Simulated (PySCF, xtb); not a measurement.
C₃H₉NSi₂, SMILES C1[SiH2]N[SiH2]C=1C.

GFN2-xTB (xtb) at its own geometry gives an orbital gap of 3.81 eV and a dipole moment of 0.41 D.

The structure is a stationary point at B3LYP-D3(BJ)/def2-SVP. This is a generated structure with no PubChem entry under its InChIKey; it may be hypothetical.

Problem. What does PBE/def2-TZVP (PySCF) give? (The exact figures need the calculation; the answer reports its results.)

Solution. gap 4.48 eV (levels -5.96 and -1.48 eV), dipole 0.40 D.
